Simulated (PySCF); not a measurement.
Spectrum to structure. Theory: TDDFT CAM-B3LYP/def2-SVPD, vertical, gas phase, core orbitals frozen in the response in PySCF 2.14.0, density-fitted response routines. Geometries: PBE0-D3(BJ)/def2-SVP, one conformer each.

| state | E (eV) | f | main configurations (H = HOMO, L = LUMO) |
| --- | --- | --- | --- |
| S1 | 6.57 | 0.133 | H→L (90%), H-1→L (8%) |
| S2 | 6.71 | 0.317 | H-1→L (86%), H→L (8%) |
| S3 | 7.11 | 0.149 | H→L+1 (46%), H-2→L (42%) |
| S4 | 7.18 | 0.128 | H→L+1 (48%), H-2→L (36%), H-1→L+1 (8%) |
| S5 | 7.53 | 0.152 | H-1→L+1 (72%), H-2→L (14%) |
| S6 | 7.58 | 0.0096 | H→L+2 (43%), H-2→L+1 (23%) |
| S7 | 7.62 | 0.122 | H-2→L+1 (55%), H→L+2 (22%) |
| S8 | 7.73 | 0.113 | H→L+3 (45%), H-1→L+2 (15%), H-2→L+1 (13%) |
| S9 | 7.79 | 0.070 | H→L+4 (40%), H→L+3 (20%), H-1→L+2 (16%) |
| S10 | 7.96 | 0.027 | H-3→L (37%), H-1→L+5 (17%), H-1→L+3 (12%) |

Orbital energies (eV): HOMO-3 -11.47, HOMO-2 -9.81, HOMO-1 -9.45, HOMO -9.12, LUMO 0.17, LUMO+1 0.84, LUMO+2 1.39.

Problem. Which structure fits? All have the formula C8H9F3.
A. `CC/C=C\C#CCC(F)(F)F`
B. `C=CC(C=C)/C=C/C(F)(F)F`
C. `C=C(/C=C\C)C(=C)C(F)(F)F`

Solution. B. Its S1, at 6.57 eV, is the highest among the candidates; the nearest of the others has S1 at 5.49 eV. S1 is HOMO→LUMO (90%), HOMO-1→LUMO (8%). Löwdin shares by element: HOMO carbon 82% or more (atoms not listed hold the other 18%); LUMO carbon 62% or more (atoms not listed hold the other 38%). At the same level the other candidates give, for their lowest levels:
- `C=C(/C=C\C)C(=C)C(F)(F)F`: 5.06 eV (f 0.208); 5.79 eV (f 0.180); 6.09 eV (f 0.155); 6.58 eV (f 0.014); 6.94 eV (f 0.030); T1 3.06 eV; HOMO -8.05, LUMO -0.37 eV
- `CC/C=C\C#CCC(F)(F)F`: 5.49 eV (f 0.255); 5.61 eV (f 0.093); 5.89 eV (f 0.008); 6.62 eV (f 0.000); 7.25 eV (f 0.244); T1 3.41 eV; HOMO -8.10, LUMO 0.22 eV

The values belong to the conformer `[CH2:1]=[CH:2][CH:3]([CH:4]=[CH2:5])/[CH:6]=[CH:7]/[C:8]([F:9])([F:10])[F:11]`: C1–C2–C3–C4 -120°, C2–C3–C4–C5 122°, C2–C3–C6–C7 129°, C6–C7–C8–F9 -122°.
Triplets come from the Tamm–Dancoff approximation.
